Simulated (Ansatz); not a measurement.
Geometry optimisation, RHF/def2-SVP in Ansatz.

Input:

```yaml
crystal:
  periodic: [false, false, false]
  atoms:
    - { symbol: Ge, position_ang: [0.0, 0.0, 0.0] }
    - { symbol: F, position_ang: [0.0, 0.0, 2.03] }
    - { symbol: Cl, position_ang: [2.0935, 0.0, -0.7393] }
    - { symbol: O, position_ang: [-0.8337, 1.4443, -0.5894] }
    - { symbol: H, position_ang: [-1.7915, 1.2136, -0.8118] }
    - { symbol: Ge, position_ang: [-1.1304, -1.9584, -0.7992] }
    - { symbol: H, position_ang: [-1.8281, -2.673, 0.3861] }
    - { symbol: H, position_ang: [-2.1918, -1.5497, -1.8522] }
    - { symbol: H, position_ang: [-0.1029, -2.92, -1.4487] }
    - { symbol: Cl, position_ang: [0.9377, -2.1999, 0.7946] }
    - { symbol: H, position_ang: [0.4704, -1.1036, 1.915] }
basis:
  gaussian: { orbitals: def2-SVP }
hamiltonian:
  xc: hf
relax:
  f_tol: 0.15
  max_steps: 25
  restrain:
    - { distance: [0, 9], at: 2.22, k: 30.0 }
    - { distance: [10, 1], at: 0.92, k: 30.0 }
    - { distance: [0, 1], at: 2.88, k: 30.0 }
    - { distance: [10, 9], at: 2.57, k: 30.0 }
```

Run as:

```bash
$ ansatz run input.yaml --threads 4 --pin off --max-ram 5120MiB --backend cpu --events-out ev --progress --plain --runs-dir out
```

**Question.** Where does it end, and by what steps?

**Answer.** The forces met the threshold. The restraints hold the end off the free minimum. After 19 steps the energy has fallen by 3.795 eV (the restraints' own energy left out); H5 moved furthest, 1.87 Å. Parted: Ge1–F2, Ge6–Cl10, Cl10–H11. Joined: F2–H11.

```tsv
step	energy less start (eV)	largest force component (eV/Å)	accepted
0	0.0000	4.177	yes
1	-0.0629	3.439	yes
2	-0.1437	3.289	yes
3	-0.5514	3.078	yes
4	-1.5624	1.890	yes
5	-2.2483	1.401	yes
6	-2.6630	0.918	yes
7	-2.9148	1.115	yes
8	-3.0586	0.998	yes
9	-3.1571	1.143	yes
10	-3.2431	2.050	yes
11	-3.3809	1.288	yes
12	-3.5066	1.183	yes
13	-3.6240	1.086	yes
14	-3.7229	0.770	yes
15	-3.7736	0.591	yes
16	-3.7898	0.399	yes
17	-3.7837	0.911	no
18	-3.7901	0.664	yes
19	-3.7954	0.425	yes
```

```xyz
11
Properties=species:S:1:pos:R:3
Ge 0.411 -0.407 -0.483
F -1.140 -0.394 1.956
Cl 1.720 -0.113 -2.172
O -0.114 1.204 -0.096
H -0.657 1.280 0.674
Ge -1.237 -2.121 -1.051
H -1.948 -2.608 0.209
H -2.233 -1.501 -2.033
H -0.469 -3.264 -1.715
Cl 1.729 -1.124 1.143
H -0.438 -0.698 2.453
```

Whether the end is a true minimum wasn't checked by a vibrational analysis.

Run time: 52 s on 4 threads of Intel(R) Xeon(R) Platinum 8488C (Sapphire Rapids), on a shared host, peak memory 0.56 GiB.
